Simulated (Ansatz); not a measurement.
`[SiH3][SiH2][SiH2][GeH2][SiH2][GeH3]` + `[OH][Al]([OH])[Cl]` → `[OH][Al]([Cl])[O][SiH3]` + `[SiH3][SiH2][GeH2][SiH2][GeH3]`  (cleavage of the Si–Si bond)

Isolated molecules relaxed with PBE0-D4/def2-TZVP in Ansatz; ΔE leaves out vibrations. CCSD(T)/CBS is the MP2 limit (def2-TZVPP, def2-QZVPP) plus CCSD(T) − MP2 in def2-TZVPP, frozen cores. This one scheme is used for every species. Functionals use def2-TZVPP. B3LYP here is the variant with VWN-RPA as its local correlation; programs differ in this. HSE06 is defined as in plane-wave codes. For Ge outer-core shells are correlated without core-valence functions, which leaves a few kJ/mol of doubt a bond. Scalar relativity is left out up to krypton. One conformer a species, not always the lowest.

`[SiH3][SiH2][SiH2][GeH2][SiH2][GeH3]`:

```xyz
20

Si    2.166   -0.385   -1.566
Si    0.439   -1.962   -1.514
Si   -1.638   -1.007   -1.018
Ge   -1.876   -0.640    1.324
Si   -0.058    0.638    2.174
Ge    0.206    2.610    0.869
H     1.844    0.682   -2.551
H     3.441   -1.038   -1.967
H     2.358    0.242   -0.231
H     0.751   -3.010   -0.500
H     0.377   -2.623   -2.849
H    -1.770    0.294   -1.731
H    -2.732   -1.903   -1.488
H    -1.951   -2.001    2.044
H    -3.196    0.109    1.596
H    -0.300    1.007    3.596
H     1.182   -0.182    2.110
H     0.216    2.261   -0.629
H    -0.974    3.564    1.125
H     1.514    3.345    1.206
```

`[OH][Al]([OH])[Cl]`:

Cartesian coordinates in Å:
```
O 1.363 -0.735 -0.536
Al 0.003 0.082 0.018
O -1.427 -0.783 0.192
Cl 0.088 2.120 0.480
H 2.207 -0.304 -0.657
H -2.236 -0.380 0.503
```

`[OH][Al]([Cl])[O][SiH3]`:

Cartesian coordinates in Å:
```
O -2.528 -1.257 0.020
Al -1.507 0.076 -0.052
Cl -2.381 1.952 -0.213
O 0.156 -0.074 0.002
Si 1.745 0.285 0.030
H -2.204 -2.153 0.095
H 2.498 -0.864 0.597
H 2.229 0.549 -1.350
H 1.991 1.487 0.870
```

`[SiH3][SiH2][GeH2][SiH2][GeH3]`:

```xyz
17

Si   -2.253    1.338    0.503
Si   -1.621   -0.900    0.734
Ge   -0.256   -1.531   -1.114
Si    1.498    0.062   -1.346
Ge    2.522    0.430    0.770
H    -3.038    1.512   -0.749
H    -3.077    1.795    1.654
H    -1.035    2.189    0.417
H    -2.824   -1.774    0.826
H    -0.827   -1.065    1.983
H     0.343   -2.931   -0.879
H    -1.103   -1.587   -2.400
H     2.515   -0.405   -2.328
H     0.924    1.345   -1.839
H     3.698    1.414    0.667
H     3.044   -0.898    1.345
H     1.491    1.005    1.757
```

```json
{"level": "LDA (SPW92)", "ΔE (kJ/mol)": "-70.0", "difference from CCSD(T)/CBS": "26.3"}
{"level": "BLYP-D4", "ΔE (kJ/mol)": "-89.4", "difference from CCSD(T)/CBS": "6.9"}
{"level": "B3LYP-D4", "ΔE (kJ/mol)": "-95.9", "difference from CCSD(T)/CBS": "0.4"}
{"level": "r2SCAN0-D4", "ΔE (kJ/mol)": "-93.5", "difference from CCSD(T)/CBS": "2.8"}
{"level": "CAM-B3LYP-D4", "ΔE (kJ/mol)": "-104.8", "difference from CCSD(T)/CBS": "-8.5"}
{"level": "B2PLYP", "ΔE (kJ/mol)": "-106.1", "difference from CCSD(T)/CBS": "-9.8"}
{"level": "PBE-QIDH", "ΔE (kJ/mol)": "-94.2", "difference from CCSD(T)/CBS": "2.1"}
{"level": "PBE0", "ΔE (kJ/mol)": "-83.6", "difference from CCSD(T)/CBS": "12.7"}
{"level": "HSE06", "ΔE (kJ/mol)": "-83.3", "difference from CCSD(T)/CBS": "13.0"}
{"level": "MP2/def2-SVP", "ΔE (kJ/mol)": "-102.5", "difference from CCSD(T)/CBS": "-6.2"}
{"level": "HF/def2-TZVPP", "ΔE (kJ/mol)": "-136.7", "difference from CCSD(T)/CBS": "-40.4"}
{"level": "SCS-MP2/def2-TZVPP", "ΔE (kJ/mol)": "-110.6", "difference from CCSD(T)/CBS": "-14.3"}
{"level": "CCSD/def2-TZVPP", "ΔE (kJ/mol)": "-103.3", "difference from CCSD(T)/CBS": "-7.0"}
{"level": "HF/def2-QZVPP", "ΔE (kJ/mol)": "-139.6", "difference from CCSD(T)/CBS": "-43.3"}
{"level": "SCS-MP2/def2-QZVPP", "ΔE (kJ/mol)": "-110.8", "difference from CCSD(T)/CBS": "-14.5"}
{"level": "CCSD/CBS(def2)", "ΔE (kJ/mol)": "-102.1", "difference from CCSD(T)/CBS": "-5.8"}
{"level": "CCSD(T)/CBS", "ΔE (kJ/mol)": "-96.3", "difference from CCSD(T)/CBS": "0"}
```

Largest T1 diagnostic among the species: 0.013.

From PBE to PBE0 (25 % exact exchange), in def2-TZVPP and without D4, ΔE moves by −9.1 kJ/mol. In def2-TZVPP, CCSD(T) changes the Hartree–Fock value by +39.2 kJ/mol (the triples alone add +5.8 kJ/mol) and MP2 by +34.5 kJ/mol.
